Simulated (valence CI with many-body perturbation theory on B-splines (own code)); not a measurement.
# Hf³²⁺: key properties

Calculated by relativistic CI+MBPT: four valence electrons over a frozen Dirac-Fock core [Kr], radial functions for each j: 7 s, 7 p, 8 d, 6 f, 4 g, 1 h, with the one-electron correlation potential Σ1, the two-electron term Σ2, the three-electron term Σ3, Breit, model QED; selected CI, second order for the rest, scaled by the run's own slope (own B-spline code, finite nucleus).

No measured spectrum was set against this ion. As an estimate, large intervals hold to a few tenths of a per cent, small ones and those within an open d or f shell to about a per cent. The list stops below the first excitations out of the core.

Levels are named by their leading jj configuration (3d3/2^4 stands for four electrons in 3d with j = 3/2), which in mixed levels can hold well under half, so a name can repeat and another be missing.

Rates and lifetimes use the calculated energies. Strong lines usually hold to 10 to 20 %, long lifetimes can be off by a factor of two.

**Question.** What is the ground level?

**Answer.** (4d3/2^4) J=0, composition 57 % 4d4 3P + 31 % 4d4 5D + 12 % 4d4 1S.

**Question.** How well does LS coupling describe the low levels?

**Answer.** Among the lowest 20 levels the leading LS term, summed over configurations, holds 47 % on average. For single configurations the figures are 47 % in LS and 92 % in jj coupling. Terms mix most in the J = 3 level at 146440 cm⁻¹, where the leading one holds 29 %.

**Question.** Name the longest-lived excited levels whose lifetime is computed, and their main decay.

**Answer.** (4d3/2^2 4d5/2^2) J=6 at 260440 cm⁻¹ lives 89.6 ms, mostly by M1 to (4d3/2^2 4d5/2^2) J=5. The lifetime of (4d3/2^3 4d5/2) J=4 is too uncertain to give, and may be longer.

**Question.** What is the ionisation energy?

**Answer.** 1313 eV; NIST lists 1311 ± 4 eV (theoretical).
